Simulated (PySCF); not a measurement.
These are PySCF 2.14.0 with TPSSh-D3(BJ)/def2-TZVP // B3LYP-D3(BJ)/def2-TZVP values and carry that method's errors. Gas-phase values, no solvent. One relaxed conformer stands for a flexible species; it need not be the lowest. Delta-SCF ions had no search for a lower state. 

Reference species (SMILES): `[NH2][Al]([OH])[OH]` (O–Al–O–H torsion 0°, O–Al–O–H torsion -180°) (neutral, multiplicity 1).

```
Property                                   Value
--------------------------------------  --------
vertical ionisation energy (Delta-SCF)   9.57 eV
HOMO–LUMO gap                            6.05 eV
HOMO                                    -6.51 eV
```

After one change: the vertical ionisation energy (Delta-SCF) increases by 1.36 eV; the HOMO–LUMO gap goes up by 1.26 eV; the HOMO falls by 1.54 eV.

Problem. Which change was made? The new species is one of these.
(A) `[NH2][Al]([NH2])[OH]` (N–Al–O–H torsion 0°)
(B) `[OH][Al]([OH])[OH]`
(C) `[NH2][Al]([NH2])[NH2]`

Solution. B, `[OH][Al]([OH])[OH]`
